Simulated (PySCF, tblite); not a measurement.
Isomers of [C8H13O]+ (charge +1), one GFN2-xTB conformer each. Single-point energies are computed at PBE0/pcSseg-1 (PySCF, gas phase, no added dispersion term), electronic only.

Question: Rank them by PBE0/pcSseg-1 energy, lowest first (kJ/mol).
A. `[CH2:1]=[CH:2]/[C:3](=[CH:4]\[O:5][CH3:6])[C+:7]([CH3:8])[CH3:9]` (charge +1) with C1–C2–C3–C4 -135°, C3–C4–O5–C6 -177°
B. `[CH3:1][O:2][C@@H:3]([CH3:4])[C@H:5]1[CH:6]=[CH:7][CH+:8][CH2:9]1` (charge +1) with C1–O2–C3–C4 161°, O2–C3–C5–C6 43°, C3–C5–C6–C7 107°, C6–C7–C8–C9 3°, C7–C8–C9–C5 -10°, C3–C5–C9–C8 -109°

Answer: A (0.0), B (14.0).

Neighbours under 21 kJ/mol apart (C=C/C(=C\OC)[C+](C)C and CO[C@@H](C)[C@H]1C=C[CH+]C1) can change places with a better method, another conformer or zero-point energy. GFN2-xTB itself gives, in the same order: 20.5, 0.0. GFN2-xTB puts CO[C@@H](C)[C@H]1C=C[CH+]C1 lowest instead.

Q: Which frontier levels and rotational constants go with these structures?

A: 
```tsv
SMILES	HOMO (eV, PBE0/pcSseg-1)	LUMO (eV)	A, B, C (MHz)
C=C/C(=C\OC)[C+](C)C	-11.31	-7.39	2272, 1086, 763.7
CO[C@@H](C)[C@H]1C=C[CH+]C1	-12.14	-8.05	2495, 1406, 1018
```

Q: What happens when harmonic zero-point energies from GFN2-xTB frequencies are added?

A: 
| SMILES | ZPE (kJ/mol) | electronic (kJ/mol) | with ZPE (kJ/mol) |
| --- | --- | --- | --- |
| C=C/C(=C\OC)[C+](C)C | 486.1 | 0.0 | 0.0 |
| CO[C@@H](C)[C@H]1C=C[CH+]C1 | 492.6 | 14.0 | 20.6 |

The zero-point energies span 6.5 kJ/mol. The order is unchanged.

Q: As an exercise, what shares would exp(−E/RT) give at 2000 K from these electronic energies alone (no entropy, no degeneracies)?

A: RT = 16.629 kJ/mol: C=C/C(=C\OC)[C+](C)C 69.9 %, CO[C@@H](C)[C@H]1C=C[CH+]C1 30.1 %.
